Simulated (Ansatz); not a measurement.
## Ligand exchange: C4H10O + SiH3(SeH) → C3H10OSi + SeH(CH3)

Species: C4H10O `COC(C)C`, singlet; SiH3(SeH), singlet; C3H10OSi `CC(C)O[SiH3]`, singlet; SeH(CH3), singlet. The partners trade CH3 for SiH3: O–CH3 and Se–SiH3 bonds give way to O–SiH3 and Se–CH3.

Shapes, held fixed at every level: PBE0-D4/def2-TZVP. Flexible molecules stand in one conformer, not always the lowest. Programs: Ansatz 0.2.0. The zero-point and thermal change to 298 K, harmonic and unscaled (PBE0-D4/def2-TZVP), is -1.3 kJ/mol.

Problem. Estimate ΔH(298 K) of this reaction.

Solution. The highest level, CCSD(T)/def2-TZVPP, gives ΔH(298 K) = -67.4 kJ/mol; the levels span -70.7 to -46.8. The column of differences is taken from that level and isn't an error. No measured value is set beside it here. Relativity is left out for Se unless named. Correlated rows may include outer-core shells of Se, which these sets cover unevenly.

```csv
level,kind,ΔH(298 K) (kJ/mol),less CCSD(T)/def2-TZVPP
HF/def2-TZVPP,Hartree–Fock,-70.7,-3.3
PBE0-D4/def2-TZVPP,global hybrid,-55.3,+12.1
wB97M-V/def2-TZVPP,range-separated hybrid,-64.5,+2.9
CCSD(T)/def2-SVP,coupled cluster or CI,-46.8,+20.6
CCSD/def2-SVP,coupled cluster or CI,-47.4,+20.0
CCSD/def2-TZVPP,coupled cluster or CI,-68.4,-1.0
CCSD(T)/def2-TZVPP,coupled cluster or CI,-67.4,0.0
```
